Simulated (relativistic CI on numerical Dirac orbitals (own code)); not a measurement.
# Slater and spin-orbit integrals, As XXX

Method of calculation: Dirac-Coulomb-Breit CI, KLI orbitals optimised for each configuration, a model potential for QED, unscaled Slater integrals (own radial code, finite nucleus).

Slater integrals F^k, G^k are unscaled and averaged over j, outside the closed core 1s2; ζ comes from projecting the Hamiltonian with its Breit term on Σ l·s of the shell.

- 2s2p: G^1(2s,2p) = 628610, ζ(2p) = 234000 cm⁻¹; <r>(2s) = 0.1867, <r^2>(2s) = 0.04082, <r>(2p) = 0.1597, <r^2>(2p) = 0.03077 (bohr units).
- 2p²: F^2(2p,2p) = 597930, ζ(2p) = 232240 cm⁻¹; <r>(2p) = 0.16, <r^2>(2p) = 0.03089 (bohr units).
- 2p3s: ζ(2p) = 238540, G^1(2p,3s) = 64033 cm⁻¹; <r>(2p) = 0.1588, <r^2>(2p) = 0.03044, <r>(3s) = 0.4302, <r^2>(3s) = 0.2103 (bohr units).

Averages of the first 10 configurations, taken without configuration mixing, which lowers the lowest level and can move excited configurations by several eV; other configurations of the list can lie among them:

```tsv
Configuration	Parity	States	Average energy above the lowest level (eV)
2s²	even	1	8.6
2s2p	odd	12	98.5
2p²	even	15	214.2
2p3s	odd	12	1958.4
2p3p	even	36	1989.4
2s3s	even	4	1860.4
2s3p	odd	12	1893.3
2s3d	even	20	1915.7
2s4s	even	4	2494.5
2s4p	odd	12	2508.0
```
